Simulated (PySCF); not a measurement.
## 1,1,1-trichlorotrifluoroethane, C2Cl3F3

Molfile (atoms numbered from 1):
```
C2Cl3F3
     RDKit          3D

  8  7  0  0  0  0  0  0  0  0999 V2000
   -1.1196    0.9710    0.9738 F   0  0  0  0  0  0  0  0  0  0  0  0
   -0.6706    0.4347   -0.1488 C   0  0  0  0  0  0  0  0  0  0  0  0
   -1.6107   -0.3474   -0.6536 F   0  0  0  0  0  0  0  0  0  0  0  0
   -0.4138    1.4038   -1.0119 F   0  0  0  0  0  0  0  0  0  0  0  0
    0.6188   -0.3915    0.1304 C   0  0  0  0  0  0  0  0  0  0  0  0
    1.8433    0.6898    0.7993 Cl  0  0  0  0  0  0  0  0  0  0  0  0
    0.2248   -1.6668    1.2856 Cl  0  0  0  0  0  0  0  0  0  0  0  0
    1.1769   -1.0887   -1.3920 Cl  0  0  0  0  0  0  0  0  0  0  0  0
  1  2  1  0
  2  3  1  0
  2  4  1  0
  2  5  1  0
  5  6  1  0
  5  7  1  0
  5  8  1  0
M  END
```

Computed with PySCF 2.14.0, quadratic response CAM-B3LYP/aug-cc-pVDZ first hyperpolarisability, Taylor convention, gas phase. Geometry: PBE0-D3(BJ)/def2-SVP.

(1) Give the tensor of the second harmonic β(−2ω;ω,ω) at 1907 nm in the axes of these coordinates.

## Answers

(1) In au, Taylor convention; rows are the first index (the induced dipole):
```csv
,xx,yy,zz,xy,xz,yz
x,-51.3,-17.8,-15.3,+13.3,-5.0,+0.1
y,+13.3,+30.1,+10.7,-17.9,+0.1,-4.6
z,-5.0,-4.6,-8.8,+0.1,-15.3,+10.7
```
Norm of βᵢ = ⅓ Σⱼ (βᵢⱼⱼ + βⱼᵢⱼ + βⱼⱼᵢ): 102.0 au, hyper-Rayleigh value 37.3 au.
